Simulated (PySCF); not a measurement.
BiF: one state, many levels of theory

State: ³Σ⁻ (triplet), unpaired electrons π ↑↑. Set-up: PySCF, scalar-relativistic core potentials, basis sets Bi cc-pVDZ-PP with ECP60, F cc-pVDZ. De refers to Bi + F in their high-spin ground configurations, without counterpoise correction. The functionals are run spin-unrestricted. A positive dipole means Bi(−)F(+).

```tsv
Level	Re (Å)	ωe (cm⁻¹)	De (eV)	μ (D)
UHF	2.038	589	1.36	-4.01
UHF-MP2	2.052	574	3.09	n/a
UHF-SCS-MP2	2.056	569	2.99	n/a
UHF-CCSD	2.055	568	2.78	n/a
UHF-CCSD(T)	2.059	561	2.88	n/a
PBE	2.071	546	3.99	-2.94
PW91	2.069	548	4.03	-2.94
BLYP	2.083	535	4.02	-2.94
r²SCAN	2.055	565	3.59	-3.14
PBE0	2.049	573	3.45	-3.29
M06	2.054	568	4.11	-3.46
```

Question: Which functional lies closest to UHF-CCSD(T) in De, which farthest, and by how much do they differ from it?

Answer: Closest is PBE0 (-1.0 pm in Re, +2.1 % in ωe, +0.57 eV in De against UHF-CCSD(T) in the same basis), farthest M06 (-0.5 pm in Re, +1.2 % in ωe, +1.23 eV in De). CCSD(T) converges more slowly with the basis than the functionals do and binds too weakly in this one, so the order can change at the basis-set limit.

Question: What does a quarter of exact exchange do here, going from PBE to PBE0?

Answer: PBE0 less PBE: -2.2 pm in Re, +4.9 % in ωe, -0.54 eV in De. Exact exchange removes part of the self-interaction that spreads semilocal densities, and in most molecules shortens and stiffens the bond and lowers De; so it does here.

Question: What does the step from GGA to meta-GGA do here, going from PBE to r²SCAN?

Answer: r²SCAN less PBE: -1.6 pm in Re, +3.5 % in ωe, -0.40 eV in De. 

Correlated steps freeze 5 core orbitals. Correlated levels converge slowly with the basis: in double zeta they bind strong bonds too weakly, by up to about 1 eV, and carry superposition errors of some tenths. These are scalar-relativistic numbers at best; spin–orbit coupling would shift them, the dissociation energy most. The state is the lowest determinant that a PBE0 search found; another state may lie lower at other levels.
